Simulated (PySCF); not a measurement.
Species: ZrMeF3, CH₃F₃Zr (singlet state).
Bonds: Zr1–C2, Zr1–F6, Zr1–F7, Zr1–F8. Hydrogens: H3, H4, H5 on C2.

Computed by this run: PBE0-D3(BJ)/def2-SVP geometry optimisation, gas phase, def2 core potentials past Kr (PySCF); density fitting, grid level 1; the optimiser is geomeTRIC in internal coordinates, started from a GFN2-xTB structure with every atom displaced at random (about 0.03 Å).

At the end of the run (lengths in Å): Zr1–F6 1.901, Zr1–F8 1.900, C2–H4 1.104, C2–H3 1.105, Zr1–F7 1.900, Zr1–C2 2.196, C2–H5 1.105, F6–Zr1–F7 112.7°, F7–Zr1–F8 112.5°, C2–Zr1–F6 106.3°.

**Question.** These geometries were met on the way; a selection of coordinates is given. Order them by energy above the end point, lowest first.
A. Zr1–F6 1.901, Zr1–F8 1.900, C2–H4 1.104, C2–H3 1.104, Zr1–F7 1.901, Zr1–C2 2.195, C2–H5 1.104, F6–Zr1–F7 112.8°, F7–Zr1–F8 113.3°, C2–Zr1–F6 106.5°
B. Zr1–F6 1.954, Zr1–F8 1.953, C2–H4 1.099, C2–H3 1.098, Zr1–F7 1.901, Zr1–C2 2.220, C2–H5 1.107, F6–Zr1–F7 112.2°, F7–Zr1–F8 112.8°, C2–Zr1–F6 106.2°
C. Zr1–F6 1.917, Zr1–F8 1.915, C2–H4 1.103, C2–H3 1.102, Zr1–F7 1.891, Zr1–C2 2.188, C2–H5 1.106, F6–Zr1–F7 112.3°, F7–Zr1–F8 112.7°, C2–Zr1–F6 106.1°
D. Zr1–F6 1.792, Zr1–F8 1.794, C2–H4 1.184, C2–H3 1.140, Zr1–F7 1.935, Zr1–C2 2.188, C2–H5 1.106, F6–Zr1–F7 111.5°, F7–Zr1–F8 112.7°, C2–Zr1–F6 106.6°

**Answer.** A (0.008 eV), C (0.024 eV), B (0.098 eV), D (0.607 eV).

```csv
step,E above end (eV),"rms distance from the end, all atoms (Å)",largest force (eV/Å),rms shift of all bonds from the end (Å)
11,0.008,0.015,0.096,0.001
2,0.024,0.030,0.473,0.009
1,0.098,0.042,1.337,0.030
0,0.607,0.074,5.304,0.068
```

Rows stand in the order of the answer.
